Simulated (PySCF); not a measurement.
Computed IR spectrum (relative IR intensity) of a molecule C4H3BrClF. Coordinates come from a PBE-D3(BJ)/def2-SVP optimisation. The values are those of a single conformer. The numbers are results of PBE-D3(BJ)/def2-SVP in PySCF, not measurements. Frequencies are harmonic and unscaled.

ν (cm⁻¹): 388 (w), 503 (w), 604 (m), 619 (vw), 783 (m), 822 (s), 874 (vs), 916 (s), 974 (s), 1209 (m), 1288 (s), 1332 (w), 1581 (s), 1664 (vs), 3122 (w), 3157 (m) (against the strongest line: vs over 80 %, s over 45 %, m over 15 %, w over 4 %, vw less)

Question: Which molecule gave these data?
A) F[C@H]1CC(Br)=C1Cl
B) F[C@@H](Br)C=C=CCl
C) F/C=C(Br)\C=C/Cl
D) C=C(F)/C(Br)=C/Cl

Answer: D, C=C(F)/C(Br)=C/Cl
